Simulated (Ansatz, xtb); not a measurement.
**Relative energy of two isomers of C5H4ClNSe**

Structure I: `Cl/C=C/c1cnc[se]1`, a singlet. Structure II: `Cl/C=C\c1cnc[se]1`, a singlet. Both are isolated molecules in the gas phase, relaxed with PBE0-D3(BJ)/def2-SVP; the shapes shown needn't be the lowest conformers.

I (Å):

```xyz
12

C    -1.4897   -1.5787   -0.0712
C    -0.8955   -0.4008   -0.3092
C     0.5276   -0.1793   -0.4277
C     1.1331    1.0332   -0.6730
C     3.0437   -0.0772   -0.5867
Cl   -3.1931   -1.7575    0.0557
N     2.4910    1.0762   -0.7568
Se    1.8524   -1.4906   -0.2733
H    -0.9399   -2.5146    0.0604
H    -1.5239    0.4880   -0.4283
H     0.5641    1.9576   -0.8023
H     4.1228   -0.2499   -0.6172
```

II (Å):

```
atom    x (Å)    y (Å)    z (Å)
   C  -1.6939   2.0498   0.2693
   C  -0.7255   2.4092  -0.5869
   C  -0.0273   1.6403  -1.5865
   C   0.9604   2.1453  -2.4078
   C   1.0638   0.1158  -3.2690
  Cl  -2.3690   0.4694   0.3715
   N   1.5438   1.3175  -3.3120
  Se  -0.2796  -0.1678  -2.0016
   H  -2.1311   2.7542   0.9781
   H  -0.4113   3.4565  -0.5185
   H   1.2880   3.1872  -2.3546
   H   1.4063  -0.6934  -3.9202
```

Energies in hartree; the thermal terms are from GFN2-xTB frequencies at re-optimised GFN2-xTB minima (ideal gas, soft modes damped towards free rotors, one conformer each, 298.15 K, 1 atm) and include the zero-point energy:

```
                               I            II
E, CCSD(T)/def2-SVP  −3106.046661  −3106.048468
    E, MP2/def2-SVP  −3105.960415  −3105.962777
  E, MP2/def2-TZVPP  −3106.961838  −3106.964523
  zero-point energy      0.074585      0.075118
       H(298 K) − E      0.083480      0.083727
       G(298 K) − E      0.040129      0.041425
```

**Question.** Correct the CCSD(T) difference for the basis set by the MP2 change, then work out ΔE, ΔE₀, ΔH and ΔG for I → II in kJ/mol (1 Eh = 2625.50 kJ/mol) and the equilibrium ratio [II]/[I].

**Answer.** 1. Differences II − I: CCSD(T) −0.001807, MP2 in the small set −0.002362, MP2 in the large set −0.002685 Eh.
2. ΔE = −0.001807 + (−0.002685 − (−0.002362)) = −0.002130 Eh = −5.59 kJ/mol.
3. ΔE₀ = ΔE + ΔZPE = −0.002130 + (+0.000533) Eh = −4.19 kJ/mol.
4. ΔH = ΔE + (+0.000247) Eh = −4.94 kJ/mol.
5. ΔG = ΔE + (+0.001296) Eh = −2.19 kJ/mol, so ΔS = (ΔH − ΔG)/T = −9.2 J/(mol K).
6. kT = 0.9442 mEh, so K = [II]/[I] = exp(−ΔG/kT) = exp(+0.88) ≈ 2.4.

The two are too close for this level to say which is favoured. An error of 4 kJ/mol in ΔG would change K by a factor of 5. HF/STO-3G gave ΔE the other sign. Mirror images and further conformers aren't counted.

As drawn, both hold the same kinds of bond in the same numbers.

Other levels gave ΔE = −10.0 (GFN2-xTB); +17.5 (HF/STO-3G, GFN2-xTB geometries); −2.8 (r2SCAN-D4/def2-SVP, GFN2-xTB geometries); −10.2 (PBE0-D3(BJ)/def2-SVP); −2.0 (HF/def2-SVP); −6.2 (MP2/def2-SVP); −4.7 (CCSD(T)/def2-SVP) kJ/mol. The correlated steps freeze 20 core orbitals; the filled d shell of Se is correlated, in a basis made for valence electrons. Programs: Ansatz 0.2.0, xtb 6.7.1.
